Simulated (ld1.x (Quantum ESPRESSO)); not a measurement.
# Which change was made? (Fe, PAW)

| Property | Result |
| --- | --- |
| Element | Fe |
| Generator | ld1.x (Quantum ESPRESSO) 7.5 |
| Type | PAW |
| Functional | PBE |
| Relativity | scalar-relativistic |
| Frozen core | [Ar] |
| Valence charge | 8 |
| Reference configuration | 3d6 4s0.5 4p0 (charge +1.5) |
| Partial waves | 4s (bound): rcut 2.35, rcutus 2.55 bohr; 4s channel at -0.25 Ry: rcut 2.35, rcutus 2.55 bohr; 4p (bound, empty): rcut 2.65, rcutus 3.05 bohr; 4p channel at 4.5 Ry: rcut 2.65, rcutus 3.05 bohr; 3d (bound): rcut 0.75, rcutus 0.90 bohr; 3d channel at 1.45 Ry: rcut 0.75, rcutus 0.90 bohr |
| Local potential | all-electron potential smoothed inside 1.75 bohr (lloc = -1) |
| Core correction | Bessel-smoothed model core inside 0.50 bohr |
| Augmentation charge | BESSEL, radius 0.55 bohr |

Cutoffs, loose and tight: the cutoffs (Ry, on a coarse ladder) from which the occupation-weighted sum of valence levels, in a spherical-Bessel basis at the reference potential, stays within 10 and 1 mRy of its value at 400 Ry. They do not see the model core or the augmentation charge, which bear on the density cutoff. Test errors are all-electron minus pseudo excitation energies from the reference, over the configurations 3d6 4s2 4p0; 3d6 4s1 4p0; 3d6 4s0 4p0; 3d7 4s0 4p0; 3d6 4s1 4p1; 3d7 4s1 4p0; 3d4 4s0 4p0; variants that change the core or the reference have their own tests. The largest error is taken over the tests solved by every variant that gives reliable tests at all, those not shown here included: 3d6 4s0 4p0; 3d6 4s1 4p0; 3d6 4s1 4p1; 3d6 4s2 4p0; 3d7 4s0 4p0.

The base gives: outcome: generated; cutoff, loose: 140 Ry; cutoff, tight: 230 Ry; bound ghosts: none; largest test error (meV): -91.

Q: After one change the result is: outcome: generated; cutoff, loose: 200 Ry; cutoff, tight: over 300 Ry; bound ghosts: s; largest test error (meV): -93. Which change was it?
A. all radii but the core radius scaled by about 1.25 (s 3.18, p 3.80, d 1.12 bohr, rcut 2.94/3.30/0.94); local potential all-electron potential smoothed inside 2.18 bohr (lloc = -1); augmentation BESSEL, radius 0.68 bohr
B. all radii but the core radius scaled by about 0.89 (s 2.26, p 2.70, d 0.80 bohr, rcut 2.08/2.34/0.66); local potential all-electron potential smoothed inside 1.54 bohr (lloc = -1); augmentation BESSEL, radius 0.48 bohr
C. all radii but the core radius scaled by about 0.81 (s 2.06, p 2.46, d 0.72 bohr, rcut 1.90/2.14/0.60); local potential all-electron potential smoothed inside 1.42 bohr (lloc = -1); augmentation BESSEL, radius 0.44 bohr
D. all radii but the core radius scaled by about 1.38 (s 3.52, p 4.22, d 1.24 bohr, rcut 3.26/3.66/1.04); local potential all-electron potential smoothed inside 2.42 bohr (lloc = -1); augmentation BESSEL, radius 0.76 bohr

A: C. The others give: all radii but the core radius scaled by about 1.38 (s 3.52, p 4.22, d 1.24 bohr, rcut 3.26/3.66/1.04); local potential all-electron potential smoothed inside 2.42 bohr (lloc = -1); augmentation BESSEL, radius 0.76 bohr → outcome: generated; cutoff, loose: 70 Ry; cutoff, tight: 120 Ry; bound ghosts: p; largest test error (meV): test run stopped at test 1 of 7 (negative rho) | all radii but the core radius scaled by about 0.89 (s 2.26, p 2.70, d 0.80 bohr, rcut 2.08/2.34/0.66); local potential all-electron potential smoothed inside 1.54 bohr (lloc = -1); augmentation BESSEL, radius 0.48 bohr → outcome: generated; cutoff, loose: 180 Ry; cutoff, tight: 300 Ry; bound ghosts: none; largest test error (meV): -92 | all radii but the core radius scaled by about 1.25 (s 3.18, p 3.80, d 1.12 bohr, rcut 2.94/3.30/0.94); local potential all-electron potential smoothed inside 2.18 bohr (lloc = -1); augmentation BESSEL, radius 0.68 bohr → outcome: generated; cutoff, loose: 90 Ry; cutoff, tight: 140 Ry; bound ghosts: none; largest test error (meV): test run stopped at test 1 of 7 (negative rho).
